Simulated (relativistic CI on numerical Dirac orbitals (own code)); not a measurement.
**What each ingredient does to the levels of Hg LIV**

Base calculation: Dirac-Coulomb-Breit CI, separate exchange-only KLI orbitals for each configuration, QED by a radiative potential, unscaled Slater integrals.

Configurations in the expansion (outside the closed core [Ne]): 3s2 3p6 3d9, 3s2 3p5 3d10, 3s 3p6 3d10, 3s2 3p6 3d8 4s, 3s2 3p6 3d8 4p, 3s2 3p4 3d10 4s, 3s2 3p6 3d8 4d, 3s2 3p4 3d10 4p, 3s2 3p5 3d9 4s, 3s2 3p6 3d8 4f, 3s2 3p4 3d10 4d, 3s2 3p5 3d9 4p, 3s 3p5 3d10 4s, 3s 3p5 3d10 4p, 3s2 3p6 3d7 4s2, 3s2 3p5 3d9 4d, 3s2 3p6 3d7 4s 4p, 3s 3p6 3d9 4s, 3s 3p5 3d10 4d, 3p6 3d10 4s, 3s2 3p5 3d9 4f, 3s2 3p6 3d8 5s, 3s2 3p6 3d7 4p2, 3s2 3p6 3d7 4s 4d, 3s 3p6 3d9 4p, 3s2 3p6 3d8 5p, 3p6 3d10 4p, 3s2 3p5 3d8 4s2, 3s2 3p6 3d8 5d, 3s2 3p6 3d7 4p 4d, 3p6 3d10 4d, 3s2 3p6 3d8 5f, 3s2 3p5 3d8 4s 4p, 3s 3p6 3d9 4d, 3s2 3p6 3d8 5g, 3s2 3p6 3d7 4d2. Levels of other configurations are missing.

The lowest level and the first level of each name with at least 55 % of one term (blank where a level has no safe partner in the second run):

```
                 Level  Base (eV)  Shift (eV)
    3s2 3p6 3d9 2D_5/2       0.00        0.00
    3s2 3p6 3d9 2D_3/2      97.38       -0.25
  3s2 3p5 3d10 2P°_3/2     524.70       +0.86
  3s2 3p5 3d10 2P°_1/2     980.75       +0.50
    3s 3p6 3d10 2S_1/2    1251.39       +5.97
 3s2 3p6 3d8 4s 4F_9/2    1969.24       -2.21
 3s2 3p6 3d8 4s 2F_7/2    1972.64       -2.20
 3s2 3p6 3d8 4s 4F_7/2    2065.79       -2.45
 3s2 3p6 3d8 4s 4F_5/2    2066.67       -2.45
 3s2 3p6 3d8 4s 2G_9/2    2082.25       -2.45
 3s2 3p6 3d8 4s 2G_7/2    2083.00       -2.45
 3s2 3p6 3d8 4s 2P_1/2    2084.55       -2.44
3s2 3p6 3d8 4p 2P°_1/2    2112.50       -0.29
 3s2 3p6 3d8 4s 4F_3/2    2168.80       -2.69
```

At this charge energies of transitions that change n are usually good to better than 1 %, and those within a shell (Δn = 0) to a few per cent.

One thing was changed in a second run, which moved the levels as shown. Which?
A. QED terms removed
B. valence Slater integrals scaled by 0.9
C. configuration mixing switched off
D. Breit term removed

A. QED terms removed. QED shifts follow the density of s (and p1/2) electrons at the nucleus, so configurations move by their count of such electrons; where none moves, the smaller shifts of p3/2 electrons and of j = l + 1/2 against j = l − 1/2 set the pattern.

LS names give the leading component of a level, which can be under half, so a name can repeat, a term be missing and a line seem to break the LS rules.
